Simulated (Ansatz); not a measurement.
Reaction (formal exchange of groups at the Si–B bond): `B[SiH2]OCC` + CH₄ → `CCO[SiH2]C` + BH₃

Calculated with Ansatz (gas phase, PBE0-D4/def2-TZVP geometries, no zero-point term in ΔE). CBS: MP2 limit from def2 TZ/QZ plus the TZ coupled-cluster correction, frozen cores. This one scheme is used for every species. Functionals use def2-TZVPP. B3LYP here is the variant with VWN-RPA as its local correlation; programs differ in this. Each species was taken in one conformer, which may not be the lowest.

```tsv
level	ΔE (kJ/mol)
r2SCAN-D4	-14.2
B3LYP-D4	-16.7
B2PLYP	-19.3
SCS-MP2/def2-TZVPP	-25.7
CCSD(T)/def2-TZVPP	-19.6
HF/def2-QZVPP	-26.0
HF/CBS(def2)	-26.1
MP2/CBS(def2)	-26.8
```

(1) What does CCSD(T)/CBS give? (An estimate is asked.)

Largest T1 diagnostic among the species: 0.011.

Answers

(1) Computed: -19.8 kJ/mol. The listed levels differ from it by 5.6, 3.1, 0.5, -5.9, 0.2, -6.2, -6.3, -7.0 kJ/mol.

From PBE to PBE0 (25 % exact exchange), in def2-TZVPP and without D4, ΔE moves by −5.9 kJ/mol.
